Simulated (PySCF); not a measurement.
# Computed data sheet: `CO[SiH]1CCCC1`

C5H12OSi.
Z-matrix (Å and degrees, PBE0-D3(BJ)/def2-SVP geometry), rows numbered from 1:
```
C 
O   1  1.3973
Si  2  1.6724  1  123.94
C   3  1.8830  2  108.51  1   179.04
C   4  1.5386  3  103.81  2  -126.77
C   5  1.5335  4  108.96  3    33.56
C   6  1.5378  5  108.52  4   -49.84
H   1  1.1012  2  109.00  3   175.02
H   1  1.1064  2  112.22  3   -65.77
H   1  1.1067  2  112.21  3    55.69
H   3  1.4998  2  108.15  1   -53.56
H   4  1.0999  3  115.27  2   108.95
H   4  1.1040  3  106.73  2    -9.69
H   5  1.1022  4  111.98  3   157.20
H   5  1.1046  4  109.44  3   -85.19
H   6  1.1024  5  111.36  4  -173.88
H   6  1.1046  5  108.90  4    69.08
H   7  1.1010  3  114.86  2   -26.61
H   7  1.1046  3  109.10  2  -146.53
```

Some functional groups and rings: Si–H bond and C–Si bond.

PBE0-D3(BJ)/def2-SVP geometry optimisation, gas phase (PySCF):

* Point group: C1
* Rotational constants A, B, C: 4.231, 1.432, 1.242 GHz

**wB97X-D/def2-SVPD ground state, ΔSCF and vertical TDDFT (core frozen in the response) (PySCF)**

* Dipole moment: 0.83 D
* HOMO energy: -9.42 eV
* LUMO energy: 2.28 eV
* HOMO–LUMO gap: 11.70 eV
* Lowest singlet excitation: 7.37 eV (168 nm, f = 0.000)
* Strongest line among the 10 lowest singlet transitions: S7 at 8.47 eV (146 nm, f = 0.056)
* Lowest triplet excitation (Tamm–Dancoff): 7.13 eV
* Static isotropic polarisability: 86.6 au
* Vertical ionisation energy: 9.55 eV
* Electronic spatial extent ⟨r²⟩ about the centre of nuclear charge: 1070 bohr²

KT2/pcSseg-1 ground state and GIAO shieldings, non-relativistic (PySCF):

- 13C chemical shifts (computed TMS as zero) by class: 54.9 (C1), 30.1 (C5/C6), 14.1 (C4/C7) ppm
- 1H chemical shifts (computed TMS as zero) by class: 5.26 (H11), 3.68 (H8/H9/H10), 1.64 (H14/H17), 1.46 (H15/H16), 0.85 (H13/H18), 0.55 (H12/H19) ppm
- Isotropic shieldings of nuclei other than C and H, by class: 306 (O2), 333 (Si3) ppm

From delta-SCF UKS SCAN, pcX-2 on the ionised atom, pcseg-1 elsewhere, spin-free X2C; 2p3/2 from a spin–orbit splitting computed afterwards within the 2p shell (PySCF):

* Core binding energies: Si2p3/2 106.5 (Si3), C1s 289.8 (C4/C7), C1s 290.4 (C5/C6), C1s 292.2 (C1), O1s 537.7 (O2), Si1s 1846.4 (Si3) eV

Monoisotopic mass from the formula: 116.0657 u.

The vertical singlet–triplet gap S1 − T1 is 0.24 eV (TDDFT singlet less Tamm–Dancoff triplet; S1: HOMO→LUMO+1, weight 0.59; T1: HOMO→LUMO+1, weight 0.54). The ΔSCF ionisation energy exceeds −ε(HOMO) by 0.13 eV with wB97X-D. The polarisability is 12.83 Å³ as a volume (1 au = 0.148185 Å³), or 1.35 au for each of the 64 electrons. No computed singlet falls in the visible range (750 to 380 nm, 1.65 to 3.26 eV); S1 lies 4.11 eV above its blue end. The rotational constants make it an asymmetric top with κ = (2B − A − C)/(A − C) = -0.87, nearer the prolate limit (−1). In atomic units the dipole is 0.33 e·bohr (1 au = 2.5417 D).

One conformer (not necessarily the lowest) at the PBE0-D3(BJ)/def2-SVP geometry, without solvent or vibrations. NMR classes are plain means over equivalent atoms (diastereotopic ones count apart unless rotation or inversion swaps them), as if these changed places fast; in this geometry the members of some classes differ.
